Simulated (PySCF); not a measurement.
Molecule: 3-ethylpyridine (C1(CC)=CC=CN=C1, C₇H₉N).

Bonds (- single, = double, # triple, : aromatic): C1-C2, C2-C3, C3:C4, C4:C5, C5:C6, C6:N7, N7:C8, C8:C3. C1 carries H9, H10, H11; C2 carries H12, H13; C4 carries H14; C5 carries H15; C6 carries H16; C8 carries H17.

Frames of a GFN2-xTB Langevin trajectory at 400 K; GIAO PBE0/pcSseg-1 shieldings in PySCF 2.14, gas phase, non-relativistic; equivalent atoms averaged within each frame.

Referencing at the same level of theory: ¹³C (186.93 ppm), ¹H (31.72 ppm) against TMS; ¹⁵N (267.73 ppm) vs NH3. The references are static minima.

How do the shifts (ppm) fluctuate along the trajectory?

Answers


```csv
time (fs),C8,C6,C3,C4,C5,C2,C1,N7,H16,H17
optimised geometry,155.4,153.2,145.5,140.9,128.3,32.1,22.5,363.0,8.83,8.85
250,157.6,153.2,147.9,144.9,122.3,26.8,23.6,376.1,9.21,8.54
425,159.2,155.1,141.7,144.2,126.3,30.0,25.6,387.5,9.27,9.17
625,157.4,155.4,155.4,145.2,129.2,31.7,25.6,360.8,9.03,8.90
800,165.9,155.7,147.7,145.8,133.5,22.8,24.2,380.5,8.94,9.29
1000,149.3,149.8,160.0,148.6,130.9,41.8,20.7,368.0,9.04,8.58
mean of frames,157.9,153.8,150.5,145.8,128.5,30.6,23.9,374.6,9.10,8.90
standard deviation,5.9,2.5,7.2,1.7,4.3,7.1,2.0,10.5,0.14,0.34
```

5 frames give an uncertainty of the mean of about the standard deviation over 2.2 at best, since frames this close in time may not be independent; classical motion lacks zero-point vibration, and the reference would need the same averaging.
